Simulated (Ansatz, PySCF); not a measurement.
H$_{8}$Si$_{2}$Sn, singlet, at a GFN2-xTB geometry (such geometries of metal compounds can be far from the true shape) (all electrons, no relativity), with bond 7-2 at 2.4 times its length. Base run: CASSCF(2,3)/STO-3G in PySCF.

Input for PySCF:
```python
from pyscf import gto, scf, mcscf
import numpy

mol = gto.Mole()
mol.atom = '''
    Sn    0.050341   -0.263858    0.330057
    Si    2.148010    0.910706   -0.469745
    Si   -2.308697   -0.070689   -0.580633
    H     0.416842   -1.917181    0.401194
    H    -0.042722   -0.008993    2.003273
    H     1.925539    2.350658   -0.464799
    H     4.852368    0.155853    1.601053
    H     2.449170    0.488858   -1.831063
    H    -2.698943   -1.316355   -1.222500
    H    -3.241599    0.237854    0.491375
    H    -2.350558    1.001626   -1.568106
'''
mol.basis = 'sto-3g'
mol.charge = 0
mol.spin = 0
mol.verbose = 4
mol.build()

mf = scf.RHF(mol)
mf.kernel()
mc = mcscf.CASSCF(mf, 3, 2)
mc.fix_spin_(ss=0.0)
mc.kernel()
occ = numpy.linalg.eigvalsh(mc.fcisolver.make_rdm1(mc.ci, mc.ncas, mc.nelecas))[::-1]
ss = mc.fcisolver.spin_square(mc.ci, mc.ncas, mc.nelecas)[0]
print('natural occupations', occ.round(4), ' <S^2>', round(ss, 4))
```

Programs used: Ansatz (a first-principles code), PySCF; a row that names a program was run with it.

Variants of this job, named by their change:

| change | ΔE vs base (mEh) | natural occupations | <S^2> of the state |
|---|---|---|---|
| base | 0.000 | 1.15 0.85 0.00 | 0.00 |
| code = ansatz | 0.012 | - | - |
| start = MP2 natural orbitals | 0.000 | 1.15 0.85 0.00 | 0.00 |
| active space = 6 electrons, 6 orbitals | -23.921 | 1.98 1.97 1.15 0.85 0.03 0.02 | 0.00 |
| orbitals = fixed (CASCI) | 7.198 | 1.15 0.85 0.00 | 0.00 |
| fix_spin_ = off | 0.000 | 1.15 0.85 0.00 | 0.00 |
| orbitals = fixed (CASCI); correction = SC-NEVPT2 | -104.8 | 1.15 0.85 0.00 | 0.00 |
| code = ansatz; correction = SC-NEVPT2, all electrons | -105.6 | - | - |
| state_average = 2 states | 7.600 | - | - |
| correction = SC-NEVPT2 | -105.7 | 1.15 0.85 0.00 | 0.00 |
| active space = 8 electrons, 7 orbitals | -24.741 | 2.00 1.98 1.97 1.15 0.85 0.03 0.02 | 0.00 |

Active orbitals are taken around the Fermi level unless the row says otherwise; CASSCF can end in different local minima, and two programs can end on different orbitals. State-averaged rows give the lowest state.

Ansatz warned in this series: the state or the total is in doubt.
